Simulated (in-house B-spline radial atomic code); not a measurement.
A run on an ion of nuclear charge 59 with 59.2 electrons that did not converge. Method: scalar-relativistic (X2C) BLYP, spin-polarised, spherical fractional occupations, Fermi nucleus of rms radius 4.8919 fm; computed with an all-electron radial atomic-structure program (B-spline basis).

Command:
```bash
python run_scf.py task.json out
```
Settings (nuclear radius in fm, mass in u):
```
Z                59
configuration    [Xe] 4f3.2 6s2
hamiltonian      x2c
method           b88,lyp
spin_polarised   True
nucleus          fermi
rms_radius       4.8919
atomic_mass      140.90766
speed_of_light   137.035999084
```

First and last ten iterations of the last attempt (damped for 15 steps, keeping 80 % of the old Fock matrix, then DIIS):
```
 iter        energy (Eh)    residual
    1       -9226.952301    4.77e-01
    2       -9225.991806    5.82e-01
    3       -9231.844811    3.65e-01
    4       -9234.734046    2.14e-01
    5       -9236.070716    1.18e-01
    6       -9236.648873    7.42e-02
    7       -9236.882629    4.41e-02
    8       -9236.971698    2.47e-02
    9       -9237.004659    1.66e-02
   10       -9237.017268    1.20e-02
  111       -9233.358743    1.53e-01
  112       -9233.361565    1.53e-01
  113       -9232.375477    1.99e-01
  114       -9222.690054    2.11e-01
  115       -9223.095267    2.26e-01
  116       -9234.379358    2.34e-01
  117       -9235.989395    1.33e-01
  118       -9236.602691    8.12e-02
  119       -9236.860590    4.88e-02
  120       -9237.020431    8.96e-03
 not converged after 120 iterations
```

The smallest residual met was 2.4e-04; the threshold is about 6e-07. No energy from this run should be used. The likely cause: this method binds the added charge weakly or not at all at the basis-set limit, so charge moves back and forth between the atom and the box. Time taken, with all properties: 2.4 s on 1 thread of Arm Neoverse V2, with other jobs on the host.
